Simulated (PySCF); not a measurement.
## KGa⁺ from Hartree–Fock to correlated methods

State: ²Σ⁺ (doublet), unpaired electrons σ ↑. Set-up: basis K x2c-SVPall, Ga x2c-SVPall; spin-free X2C with a Gaussian nucleus; PySCF 2.14. De refers to K⁺ + Ga in their high-spin ground configurations, without counterpoise correction. The functionals are run spin-unrestricted. A positive dipole points towards Ga; it is taken about the centre of mass and depends on that origin.

```
      Level  Re (Å)  ωe (cm⁻¹)  De (eV)  μ (D)  CPU s a point (SCF and correlation, without the integrals)
        UHF   4.085       69.3    0.473  -9.52                                                        0.17
    UHF-MP2   3.991       72.5     0.50    n/a                                                        0.29
UHF-SCS-MP2   4.010       71.9    0.491    n/a                                                         n/a
   UHF-CCSD   4.000       72.7    0.494    n/a                                                         n/a
UHF-CCSD(T)   3.996       72.8    0.496    n/a                                                         5.4
        LDA   3.887       70.3     0.68  -7.80                                                         0.3
        PBE   4.002       66.5     0.63  -8.04                                                        0.54
       BLYP   4.054       63.6     0.62  -7.95                                                        0.38
     r²SCAN   3.996       69.5     0.54  -8.88                                                        0.64
       PBE0   3.962       69.9     0.58  -8.48                                                         1.1
     M06-2X   3.849       81.0     0.56  -8.67                                                        0.71
```

The bond length runs from 3.849 Å (M06-2X) to 4.085 Å (UHF). De spans 0.47 eV (UHF, mean field) to 0.68 eV (LDA, local density). Correlation at CCSD(T) changes the Hartree–Fock bond energy by +0.03 eV; the triples alone change it by +0.01 eV.

Correlated steps freeze 14 core orbitals. Correlated levels converge slowly with the basis: in double zeta they bind strong bonds too weakly, by up to about 1 eV, and carry superposition errors of some tenths. Spin–orbit coupling is left out. For an ion De counts to the pair picked by the measured ionisation energies or electron affinities, which need not be the lowest pair at this level. The state is the lowest determinant that a PBE0 search found; another state may lie lower at other levels.

The whole job (state search and all levels along the bond) took about 2.1 min on 1 thread of Oxide Virtual Turin-like (shared host), peak memory 0.72 GiB.
